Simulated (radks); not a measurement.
Values are calculated unless marked as measured or tabulated.
Ionisation ladder of phosphorus, from P+ to P7+. Each ion is in the ground configuration listed by NIST, and IE = E(next ion) - E(this ion). Level of theory: Dirac Kohn-Sham, PBEsol, spin-unpolarised, spherical densities, finite nucleus; open shells fill j = l - 1/2 first; Fermi nuclear charge, rms radius 3.1889 fm (a radial shooting solver on a logarithmic mesh with Libxc functionals).

species  configuration  IE, Delta-SCF (eV)  -e(HOMO) (eV)   HOMO  <r> HOMO (bohr)  IE, NIST (eV)       kind  error (eV)
P+        [Ne] 3s2 3p2              19.147         14.207  3p1/2             2.13         19.769  semi-emp.      -0.623
P2+       [Ne] 3s2 3p1              29.759         24.283  3p1/2             1.97         30.203       exp.      -0.444
P3+           [Ne] 3s2              51.913         45.552  3s1/2             1.67         51.444       exp.      +0.470
P4+           [Ne] 3s1              64.638         58.297  3s1/2             1.60         65.025       exp.      -0.387
P5+               [Ne]              221.25         199.33  2p3/2            0.479         220.43  semi-emp.        +0.8
P6+       [He] 2s2 2p5              267.01         243.65  2p3/2            0.460          263.6  semi-emp.        +3.4
P7+       [He] 2s2 2p4              315.56         290.84  2p3/2            0.442          309.6  semi-emp.        +6.0

Reference values: NIST Atomic Spectra Database (exp. = measured, semi-emp. = semi-empirical, theory = theoretical value adopted there). The ionisation energy per charge of the ion left behind rises most, in proportion, at P5+ ([Ne]), from 12.928 to 36.875 eV. Against the entries that are not theoretical the mean signed error is -0.1 % and the largest -3.1 %. Spin polarisation and multiplet splitting are left out, so open shells lie too high by an amount that depends on their filling.

Beside tabulated values, note that spin-unpolarised runs miss the spin-polarisation part of the exchange energy of open shells.
